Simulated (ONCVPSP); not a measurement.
**An all-electron radial function and its pseudo partner (V)**

Columns: radius, all-electron u(r) and pseudo u(r) of the 3p shell (level -44.33 eV) of vanadium in the configuration [Ne] 3s2 3p6 3d3 4s1.75 4p0.25; LDA (Perdew-Wang 92), scalar-relativistic, ONCV scheme, ONCVPSP 4.0.1.

| r (bohr) | all-electron | pseudo |
| --- | --- | --- |
| 0.085 | -0.3752 | 0.0286 |
| 0.170 | -0.5515 | 0.1106 |
| 0.255 | -0.3735 | 0.2361 |
| 0.340 | -0.0346 | 0.3904 |
| 0.425 | 0.3201 | 0.5561 |
| 0.510 | 0.6187 | 0.7157 |
| 0.595 | 0.8370 | 0.8543 |
| 0.680 | 0.9760 | 0.9605 |
| 0.765 | 1.0470 | 1.0282 |
| 0.850 | 1.0657 | 1.0565 |
| 0.935 | 1.0461 | 1.0484 |
| 1.020 | 1.0007 | 1.0107 |
| 1.105 | 0.9391 | 0.9515 |
| 1.190 | 0.8685 | 0.8793 |
| 1.275 | 0.7942 | 0.8014 |
| 1.360 | 0.7197 | 0.7234 |
| 1.445 | 0.6475 | 0.6489 |
| 1.530 | 0.5791 | 0.5794 |
| 1.615 | 0.5154 | 0.5154 |
| 1.700 | 0.4569 | 0.4568 |
| 1.785 | 0.4036 | 0.4035 |
| 1.870 | 0.3555 | 0.3555 |
| 1.955 | 0.3124 | 0.3123 |
| 2.040 | 0.2739 | 0.2739 |
| 2.125 | 0.2397 | 0.2397 |
| 2.210 | 0.2095 | 0.2095 |

**Question.** How many radial nodes do the two functions have?

**Answer.** The all-electron 3p function has n − l − 1 = 1; the pseudo-wave has 0, since the states of the same l below it are removed with the core.

**Question.** At about which radius was the pseudo-wave matched?

**Answer.** 1.70 bohr. The columns agree to 0.0005 from 1.53 bohr on; several derivatives are matched, so the curves merge somewhat inside the radius.

**Question.** Is the pseudo-wave norm-conserving?

**Answer.** Yes: the ONCV scheme keeps the norm inside the radius equal to the all-electron one, which fixes the energy derivative of the logarithmic derivative at the level.
